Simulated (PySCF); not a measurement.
C5H11FSi.
Atom-mapped SMILES: `[CH3:1][C@@H:2]1[SiH2:3][CH2:4][CH2:5][C@H:6]1[F:7]`

Probes without a nucleus sit at each ring's centroid and 1 Å off its mean plane on both sides; NICS is minus the shielding there, NICSzz its component along the normal. Level: GIAO PBE0/pcSseg-1 (PySCF, non-relativistic, gas phase) on the GFN2-xTB geometry, one conformer.

Ring bond lengths (Å), with Mayer bond orders in brackets: C2–Si3 1.912 (0.87), Si3–C4 1.908 (0.91), C4–C5 1.529 (1.02), C5–C6 1.525 (1.01), C6–C2 1.528 (0.97).

**Question.** What do the NICS probes read (ppm)?

**Answer.** 
```json
{"ring": "C2–Si3–C4–C5–C6", "type": "5-membered ring with Si; formal bonds all single", "NICS(0)": "-5.4", "NICS(1), two faces": "-3.1 / -4.8", "NICS(1)zz, two faces": "0.6 / -1.5", "rms pucker (Å)": "0.19", "centre to ring atoms, mean (Å)": "1.40"}
```

**Question.** What do they say, and how far can they be read as aromaticity?

**Answer.** 
- C2–Si3–C4–C5–C6: mean NICS(1)zz -0.5 ppm, near zero. C2, Si3, C4, C5, C6 have four or more neighbours; no verdict on aromaticity is drawn.
